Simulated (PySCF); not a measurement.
Ligands exchanged one at a time, B OH-H. All species are isolated molecules in the gas phase. One relaxed conformer stands for each flexible species; it need not be the lowest. Strings in code marks are SMILES.

The S1–T1 gap (TDA) from two functionals at the same geometries (B3LYP-D3(BJ)/def2-TZVP), both in PySCF: PBE-D3(BJ)/def2-TZVP and B3LYP-D3(BJ)/def2-TZVP. B3LYP has the VWN-RPA correlation part, as in Gaussian. Excitations are Tamm–Dancoff values on a coarser integration grid. The basis has no diffuse functions, so Rydberg states are missing or too high.

```csv
species,PBE-D3(BJ)/def2-TZVP (eV),B3LYP-D3(BJ)/def2-TZVP (eV)
0 of 3 OH replaced by H (`OB(O)O`),0.20,0.29
1 of 3 OH replaced by H,0.61,0.61
2 of 3 OH replaced by H (`BO`),0.65,0.62
```

Over these rows, drawn at random from the members with no instability flagged (it was tested for open shells, ions and some series alone), PBE minus B3LYP-D3(BJ): mean -0.01 eV, from -0.09 eV to +0.04 eV.
